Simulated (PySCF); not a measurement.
Al(Br)2(OMe) (CH3AlBr2O), SMILES C[O][Al]([Br])[Br]. Heavy atoms are numbered as in [Al:1]([Br:2])([Br:3])[O:4][CH3:5]. Hydrogens are named by the atom that carries them.

Coordinates come from a PBE0-D3(BJ)/def2-SVP optimisation. Other conformers were not sampled.

The numbers are results of B3LYP/def2-TZVP (PySCF), not measurements.

Atomic charges (e), one atom of each kind:

```
atom      Mulliken    IAO  Löwdin
--------  --------  -----  ------
Al1           0.56   1.00   -0.67
Br2          -0.20  -0.27    0.32
O4           -0.32  -0.66    0.09
C5 (CH3)     -0.16  -0.17   -0.35
H on C5       0.11   0.14    0.11
```
